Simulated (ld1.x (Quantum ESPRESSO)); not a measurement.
Reading a pseudo-wave (nitrogen)

Columns: radius, all-electron u(r) and pseudo u(r) of the 2s shell (level -18.62 eV) of nitrogen in the configuration [He] 2s2 2p3; revPBE, scalar-relativistic, TM scheme, ld1.x (Quantum ESPRESSO) 7.5.

```tsv
r (bohr)	all-electron	pseudo
0.062	0.3196	-0.0447
0.125	0.3861	-0.0920
0.188	0.3144	-0.1428
0.250	0.1783	-0.1982
0.312	0.0170	-0.2604
0.375	-0.1494	-0.3317
0.438	-0.3051	-0.4111
0.500	-0.4416	-0.4950
0.562	-0.5592	-0.5810
0.625	-0.6586	-0.6647
0.688	-0.7381	-0.7389
0.750	-0.7983	-0.7981
0.812	-0.8423	-0.8423
0.875	-0.8724	-0.8724
0.938	-0.8897	-0.8897
1.000	-0.8962	-0.8962
1.062	-0.8939	-0.8939
1.125	-0.8843	-0.8843
1.188	-0.8686	-0.8686
1.250	-0.8485	-0.8485
1.312	-0.8248	-0.8248
1.375	-0.7979	-0.7979
1.438	-0.7689	-0.7689
1.500	-0.7391	-0.7391
1.562	-0.7084	-0.7084
1.625	-0.6768	-0.6768
```

(1) How many radial nodes do the two functions have?

(2) At about which radius was the pseudo-wave matched?

(3) Is the pseudo-wave norm-conserving?

Results:

(1) The all-electron 2s function has n − l − 1 = 1; the pseudo-wave has 0, since the states of the same l below it are removed with the core.

(2) 0.90 bohr. The columns agree to 0.0005 from 0.75 bohr on; several derivatives are matched, so the curves merge somewhat inside the radius.

(3) Yes: the TM scheme keeps the norm inside the radius equal to the all-electron one, which fixes the energy derivative of the logarithmic derivative at the level.
